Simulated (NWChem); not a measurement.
# Electron attachment to I2Sn

```
Sn
I 1 2.7450
I 1 2.7450 2 100.87
```
Charge 0, spin multiplicity 1.

Program: NWChem. All single points use one geometry, from PBE0/def2-SVP with def2 effective core potentials on Sn, I, a minimum by its harmonic frequencies.

Basis set: def2-SVPD. −ε marks an orbital energy of the parent. The basis adds only a small set of diffuse functions.

Effective core potentials replace the inner electrons of Sn, I; spin-orbit coupling is left out. B3LYP has NWChem's definition, with VWN1-RPA local correlation. The structure started from a generated list of species.

Task: For the vertical electron affinity, −ε(LUMO) of HF gives 0.76 eV and −ε(LUMO) of B3LYP gives 3.56 eV. What do −ε(LUMO) of PBE0, −ε(LUMO) of PBE, −ε(LUMO) of M06-2X give?

Result: −ε(LUMO) of PBE0: 3.39 eV; −ε(LUMO) of PBE: 3.97 eV; −ε(LUMO) of M06-2X: 2.56 eV.
